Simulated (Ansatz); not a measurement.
FIn, triplet, at a GFN2-xTB geometry (such geometries of metal compounds can be far from the true shape) (the spin is typed, not shown lowest) (core potentials on In). Base run: Ansatz (an electronic-structure program) with SVWN5/def2-SVP.

Geometry (Å):
```xyz
2

In     0.0000     0.0000    -0.3449
F      0.0000     0.0000     1.8778
```
Charge 0, spin multiplicity 3.
Orbitals are unrestricted.
All else is at Ansatz's defaults.
Base energy -288.84218 Eh.

Variants of this job, named by their change:

```
change                                                         ΔE vs base (mEh)
-------------------------------------------------------------  ----------------
base                                                                      0.000
lower_state_search = off                                                  0.000
nuclear_model = gaussian                                                  0.021
final_grid = 4, 8, 17                                                     0.008
point_charge = charge:0.5 position_ang:0.9169, -4.0077, 0.734            -5.533
forces = on                                                               0.000
point_charge = charge:1.0 position_ang:-1.986, 0.9946, 4.2262           -19.340
fitting.mean_field = def2-universal-JKFIT                                -0.058
lower_state_search = full                                                 0.000
final_grid = 6, 12, 29                                                    0.001
point_charge = charge:-1.0 position_ang:1.0517, 3.5459, 2.562             1.386
```
